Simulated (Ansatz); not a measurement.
Total energies of Al₉P₁₀H₂₆⁺, a nanocrystal cut from wurtzite AlP (hydrogen-capped) from Ansatz at PBE0-D4/def2-TZVP, gas phase (1 Eh = 27.2114 eV = 2625.5 kJ/mol). The reference geometry is relaxed at PBE-D4/def2-SVP.

```xyz
45

P     1.730    0.379    3.680
Al    1.484   -2.053    4.190
P     0.742    3.627    1.539
Al    1.784    4.522   -0.492
Al    0.505    1.253    1.830
P     1.375    0.136   -0.080
P     0.176   -2.606    2.204
Al    1.350   -2.302    0.140
P     0.558    3.291   -2.221
Al    0.314    0.905   -2.064
P     1.358   -0.293   -3.842
P    -0.015   -2.957   -1.714
Al    1.099   -2.777   -3.879
P    -1.761    0.616    1.896
Al   -2.036   -1.733    2.380
Al   -2.677    1.795   -0.029
P    -1.941    0.286   -1.795
P    -3.151   -2.520    0.378
Al   -2.241   -2.109   -1.829
H     3.090    0.774    3.483
H     1.418    1.193    4.813
H     2.955   -2.659    4.067
H     0.514   -2.060    5.459
H     1.573    4.068    2.620
H    -0.483    4.254    1.917
H     3.192    3.756   -0.492
H     1.501    6.082   -0.618
H     2.742    0.552   -0.184
H     0.005   -4.027    2.298
H     2.837   -2.867    0.119
H     1.276    3.527   -3.438
H    -0.704    3.852   -2.583
H     2.725    0.126   -3.862
H     0.918    0.304   -5.064
H    -0.182   -4.371   -1.538
H     2.584   -3.352   -3.782
H     0.020   -3.013   -5.033
H    -2.265    1.311    3.043
H    -2.848   -2.018    3.717
H    -1.661    3.051   -0.192
H    -4.261    1.945    0.035
H    -2.561    0.771   -2.992
H    -3.340   -3.932    0.514
H    -4.521   -2.108    0.408
H    -3.174   -2.619   -3.010
```

| state | geometry | energy (Eh) |
| --- | --- | --- |
| charge 1 singlet | reference | -5609.26455 |
| charge 2 doublet | reference | -5608.85574 |
| charge 0 doublet | reference | -5609.39751 |
| charge 0 doublet | relaxed at PBE-D4/def2-SVP | -5609.41437 |

Single mean-field runs in def2-TZVP are fitted with def2-universal-jkfit.

(1) Work out the vertical ionisation energy to the doublet.

(2) Work out the vertical electron affinity, to the doublet.

(3) Give the fundamental gap IE − EA, the Mulliken electronegativity (IE + EA)/2 and the hardness (IE − EA)/2.

(4) How much does the charge 0 doublet relax, and what is the adiabatic electron affinity?

(1) E(charge 2 doublet) − E(charge 1 singlet) = -5608.85574 − (-5609.26455) = 0.40881 Eh = 11.12 eV. For comparison, −ε of the highest occupied level is 9.99 eV at this level, 1.13 eV less.

(2) E(charge 1 singlet) − E(charge 0 doublet) = -5609.26455 − (-5609.39751) = 0.13296 Eh = 3.62 eV.

(3) From the values in Eh: IE − EA = 0.40881 − 0.13296 = 0.27585 Eh = 7.51 eV; (IE + EA)/2 = 7.37 eV; (IE − EA)/2 = 3.75 eV. The HOMO–LUMO gap of the same run is 5.48 eV, 2.03 eV smaller than the fundamental gap.

(4) Relaxation: -5609.39751 − (-5609.41437) = 0.01686 Eh = 0.46 eV. Adiabatic electron affinity: 0.14982 Eh = 4.08 eV, without zero-point energy.
